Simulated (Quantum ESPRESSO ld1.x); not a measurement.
Problem. The molybdenum ion Mo2+, 40 electrons, occupied as [Kr] 4d3.5 5p0.5 (fractional occupations, a model configuration). Calculated with ld1.x of Quantum ESPRESSO 7.5: scalar-relativistic Kohn-Sham, LDA (Slater exchange, Perdew-Wang correlation), spin-polarised, spherical densities, point nucleus; open shells are filled with parallel spins first. Some entries of the table are withheld. Estimate them.

| orbital | occ. | eigenvalue (hartree) | r(max) (bohr) |
|---|---|---|---|
| 1s up | 1 | -728.2339 | 0.02290 |
| 1s down | 1 | -728.2336 | 0.02290 |
| 2s up | 1 | -103.5559 | 0.1298 |
| 2s down | 1 | -103.5404 | 0.1298 |
| 2p up | 3 | -92.7279 | 0.1036 |
| 2p down | 3 | -92.7156 | 0.1036 |
| 3s up | 1 | -18.2547 | 0.3841 |
| 3s down | 1 | -18.2432 | 0.3841 |
| 3p up | 3 | -14.7078 | 0.3774 |
| 3p down | 3 | -14.6953 | 0.3774 |
| 3d up | 5 | -8.9193 | 0.3219 |
| 3d down | 5 | -8.9026 | 0.3220 |
| 4s up | 1 | -3.1673 | 0.9868 |
| 4s down | 1 | -3.0869 | 0.9833 |
| 4p up | 3 | (1) | 1.067 |
| 4p down | 3 | (2) | 1.063 |
| 4d up | 3.5 | -0.8802 | 1.337 |
| 4d down | 0 | -0.7874 | 1.329 |
| 5p up | 0.5 | -0.5275 | (3) |
| 5p down | 0 | -0.4723 | (4) |

Solution. 
(1) 4p up eigenvalue (hartree): -2.2114
(2) 4p down eigenvalue (hartree): -2.1248
(3) 5p up r(max) (bohr): 3.008
(4) 5p down r(max) (bohr): 3.114
